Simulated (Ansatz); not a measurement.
`c1ccc(-c2ccc(-c3ccc(-c4ccc(-c5ccc(-c6cccnc6)nc5)nc4)nc3)nc2)nc1` with charge +1. Total charge 1; doublet. Geometry PBE-D4/def2-SVP, that of the neutral singlet; atoms count from 1.

```xyz
56

C    -4.243    5.105    9.902
C    -5.198    4.422    9.135
C    -4.796    3.790    7.954
C    -3.438    3.856    7.563
C    -2.936    3.211    6.324
C    -3.750    2.486    5.430
C    -3.190    1.913    4.288
C    -1.807    2.067    4.040
C    -1.136    1.490    2.853
C     0.251    1.674    2.663
C     0.877    1.129    1.544
C     0.111    0.395    0.607
C     0.702   -0.215   -0.606
C     2.068   -0.120   -0.946
C     2.538   -0.727   -2.111
C     1.636   -1.434   -2.940
C     2.059   -2.104   -4.191
C     3.384   -2.105   -4.673
C     3.690   -2.764   -5.864
C     2.663   -3.425   -6.578
C     2.911   -4.146   -7.851
C     4.180   -4.239   -8.458
C     4.317   -4.941   -9.661
C     3.176   -5.533  -10.226
N     1.956   -5.460   -9.668
C     1.836   -4.786   -8.518
N     1.391   -3.425   -6.119
C     1.106   -2.794   -4.981
N     0.325   -1.528   -2.617
C    -0.116   -0.946   -1.504
N    -1.218    0.216    0.786
C    -1.808    0.740    1.859
N    -1.021    2.762    4.895
C    -1.563    3.306    5.983
N    -2.524    4.516    8.309
C    -2.917    5.116    9.436
H    -4.515    5.616   10.837
H    -6.251    4.381    9.455
H    -5.535    3.252    7.344
H    -4.827    2.363    5.617
H    -3.830    1.349    3.595
H     0.804    2.253    3.417
H     1.957    1.276    1.402
H     2.773    0.428   -0.305
H     3.603   -0.648   -2.369
H     4.188   -1.594   -4.123
H     4.725   -2.761   -6.233
H     5.063   -3.768   -8.001
H     5.296   -5.028  -10.155
H     3.251   -6.095  -11.175
H     0.833   -4.728   -8.062
H     0.059   -2.815   -4.635
H    -1.190   -1.041   -1.271
H    -2.894    0.553    1.936
H    -0.896    3.865    6.660
H    -2.131    5.643   10.008
```

Single mean-field runs in def2-SVP are fitted with def2-universal-jkfit.

(1) Estimate the Mulliken populations of the heavy atoms from the PBE0/def2-SVP orbitals of Ansatz.

(2) Where does the spin sit?

(3) And the Mayer bond orders between heavy atoms (over 0.3, the first 40 of 41)?

Answers

(1) 
```csv
atom,charge (e),spin (α − β)
C1,-0.04,0.07
C2,0.04,-0.04
C3,-0.04,0.06
C4,0.04,-0.02
C5,-0.02,0.12
C6,0.03,-0.05
C7,-0.03,0.08
C8,0.06,0.00
C9,-0.03,0.12
C10,0.06,-0.04
C11,-0.02,0.06
C12,0.07,0.03
C13,-0.03,0.11
C14,0.03,-0.03
C15,-0.02,0.05
C16,0.07,0.05
C17,-0.04,0.08
C18,0.03,-0.01
C19,-0.03,0.02
C20,0.08,0.08
C21,-0.06,0.02
C22,0.03,0.03
C23,-0.05,-0.02
C24,0.08,0.08
N25,-0.16,-0.03
C26,0.11,0.07
N27,-0.16,-0.02
C28,0.12,0.05
N29,-0.16,0.00
C30,0.12,0.03
N31,-0.17,0.02
C32,0.08,0.02
N33,-0.17,0.02
C34,0.11,0.00
N35,-0.18,0.02
C36,0.07,-0.02
```
Mulliken values depend strongly on the basis.

(2) Summed by element: C 1.01, N 0.01, H -0.03, of 1 unpaired in all. Largest on single atoms: C9 0.12, C5 0.12, C13 0.11.

(3) C1–C2 1.41 (1.40 Å); C1–C36 1.35 (1.41 Å); C2–C3 1.43 (1.40 Å); C3–C4 1.35 (1.41 Å); C4–C5 1.04 (1.48 Å); C4–N35 1.50 (1.35 Å); C5–C6 1.36 (1.41 Å); C5–C34 1.28 (1.42 Å); C6–C7 1.46 (1.40 Å); C7–C8 1.31 (1.41 Å); C8–C9 1.06 (1.48 Å); C8–N33 1.47 (1.35 Å); C9–C10 1.34 (1.41 Å); C9–C32 1.27 (1.42 Å); C10–C11 1.45 (1.39 Å); C11–C12 1.29 (1.42 Å); C12–C13 1.08 (1.48 Å); C12–N31 1.45 (1.35 Å); C13–C14 1.33 (1.41 Å); C13–C30 1.26 (1.42 Å); C14–C15 1.49 (1.40 Å); C15–C16 1.29 (1.41 Å); C16–C17 1.09 (1.48 Å); C16–N29 1.46 (1.35 Å); C17–C18 1.32 (1.41 Å); C17–C28 1.26 (1.42 Å); C18–C19 1.49 (1.40 Å); C19–C20 1.29 (1.41 Å); C20–C21 1.06 (1.48 Å); C20–N27 1.46 (1.35 Å); C21–C22 1.35 (1.41 Å); C21–C26 1.30 (1.42 Å); C22–C23 1.46 (1.40 Å); C23–C24 1.35 (1.40 Å); C24–N25 1.48 (1.34 Å); N25–C26 1.53 (1.34 Å); N27–C28 1.56 (1.33 Å); N29–C30 1.57 (1.33 Å); N31–C32 1.58 (1.33 Å); N33–C34 1.55 (1.33 Å).
